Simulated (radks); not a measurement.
Results of a calculation; reference values are marked as such.
Ionisation of the aluminium ion Al+, [Ne] 3s2, to Al2+, [Ne] 3s1, under several functionals. Dirac Kohn-Sham, spin-unpolarised, spherical densities, point nucleus; a radial shooting solver on a logarithmic mesh with Libxc functionals. The NIST Atomic Spectra Database gives 18.829 eV (measured). Rank these functionals by the error of their Delta-SCF ionisation energy: revPBE; PW91; exchange-only LDA; exchange-only PBE; AM05; Wu-Cohen GGA.

Answer. From best to worst: AM05 19.125 eV (+0.296); exchange-only PBE 18.507 eV (-0.322); revPBE 19.152 eV (+0.323); Wu-Cohen GGA 19.193 eV (+0.364); PW91 19.278 eV (+0.449); exchange-only LDA 18.224 eV (-0.605). Spin polarisation and multiplet splitting are left out, so open shells lie too high by an amount that depends on their filling.

Beside tabulated values, note that spin-unpolarised runs miss the spin-polarisation part of the exchange energy of open shells.
